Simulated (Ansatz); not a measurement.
Consider the formal exchange of groups at a Ge–F bond: `[F][Ge]([F])([Cl])[Br]` + `N#CCCO` → `[F][GeH]([Cl])[Br]` + `N#CC(F)CO`.

Gas-phase electronic energies from Ansatz, PBE0-D4/def2-TZVP geometries. CCSD(T)/CBS adds triple-zeta CCSD(T) − MP2 to the extrapolated MP2 energy (def2 sets, frozen cores). Functionals use def2-TZVPP. For Br, Ge outer-core shells are correlated without core-valence functions, which leaves a few kJ/mol of doubt a bond. Scalar relativity is left out up to krypton. One conformer a species, not always the lowest.

Task: Is it downhill or uphill in electronic energy at CCSD(T)/CBS, and by how much? (Estimate.)

Result: Ansatz gave: Uphill: ΔE = +148.2 kJ/mol.

Task: What do these levels give: PBE-D4, HF/def2-TZVPP, SCS-MP2/def2-TZVPP, CCSD/def2-TZVPP, SCS-MP2/def2-QZVPP, CCSD/CBS(def2)? (An estimate is asked.)

Result: The calculation gave: PBE-D4 137.6, HF/def2-TZVPP 148.8, SCS-MP2/def2-TZVPP 154.2, CCSD/def2-TZVPP 149.3, SCS-MP2/def2-QZVPP 155.0, CCSD/CBS(def2) 148.4 kJ/mol.

Largest T1 diagnostic among the species: 0.012.

From PBE to PBE0 (25 % exact exchange), in def2-TZVPP and without D4, ΔE moves by +4.1 kJ/mol.
